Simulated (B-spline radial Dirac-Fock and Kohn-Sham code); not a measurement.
# Relativistic shifts of the levels of Ta⁶⁰⁺

System: tantalum as Ta⁶⁰⁺, configuration [Ne] 3s2 3p1.

Both columns are ΔSCF binding energies of the configuration average from a radial atomic solver: non-relativistic Hartree-Fock with a point nucleus, and Dirac-Fock with a finite nucleus and the Coulomb interaction alone, averaged over the two j levels with weights 2j+1.

```csv
shell,Hartree-Fock (eV),Dirac-Fock (eV),shift (eV),shift (%)
1s,67303.2,72758.2,+5454.95,+8.11
2s,14921.2,16462.2,+1541.02,+10.33
2p,14521.6,15092.8,+571.18,+3.93
3s,6180.2,6661.7,+481.49,+7.79
3p,6060.5,6281.2,+220.72,+3.64
```

Relativity binds 1s, 2s, 2p, 3s, 3p more strongly, among those listed most of all 2s in relative terms.

Values without a named source are computed, but for edge energies of neutral atoms, which are taken from tables.
